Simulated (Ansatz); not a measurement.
Reaction (redistribution): `[O]=[Nb]([F])([F])[Cl]` + `O[Si@H](Cl)C[Si@@H](O)F` → `[O]=[Nb]([F])([F])[F]` + `O[Si@H](Cl)C[Si@H](O)Cl`

Gas-phase electronic energies from Ansatz, PBE0-D4/def2-TZVP geometries. CCSD(T)/CBS adds triple-zeta CCSD(T) − MP2 to the extrapolated MP2 energy (def2 sets, frozen cores). Elements past krypton have def2 core potentials. For Nb outer-core shells are correlated without core-valence functions, which leaves a few kJ/mol of doubt a bond. Each species was taken in one conformer, which may not be the lowest.

```
             level  ΔE (eV)
SCS-MP2/def2-TZVPP     0.45
      HF/CBS(def2)     0.51
```

Problem. What does CCSD(T)/CBS give? (An estimate is asked.)

Solution. The calculation gave: +0.41 eV. The listed levels differ from it by 0.04, 0.10 eV.

Largest T1 diagnostic among the species: 0.022, so the coupled-cluster value is less sure than usual.

The D4 term adds −0.03 eV with B3LYP and −0.02 eV with PBE0; it sums over pairs of atoms, weighted by their polarisabilities, and B3LYP, whose exchange is more repulsive, gets the larger term. From PBE to PBE0 (25 % exact exchange), in def2-TZVPP and without D4, ΔE moves by +0.05 eV.

B3LYP here is the variant with VWN-RPA as its local correlation; programs differ in this.
